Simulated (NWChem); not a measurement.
System: InHI2; SMILES [I][InH][I]

The following NWChem deck was run.

```
start job
memory heap 200 mb stack 900 mb global 1100 mb
geometry units angstroms noautoz
  In     0.000000     0.000000    -0.952282
  H      0.000000     0.000000    -2.681368
  I     -2.267493     0.000000     0.499518
  I      2.267493     0.000000     0.499518
end
basis spherical
  * library def2-svp
end
ecp
  In library def2-ecp
  I library def2-ecp
end
dft
  xc m06
  iterations 150
  mulliken
end
task dft energy
```

Structure relaxed at the PBE-D3(BJ)/def2-SVP level. def2 effective core potentials on In, I; no spin-orbit coupling.

Predict the main results of this run. (M06/def2-SVP with def2 effective core potentials on In, I.) Quantities: energy (Ha); highest occupied level (eV); orbital gap (eV); dipole (D).


* **energy (Ha)**: -786.41
* **highest occupied level (eV)**: -7.44
* **orbital gap (eV)**: 5.06
* **dipole (D)**: 1.55
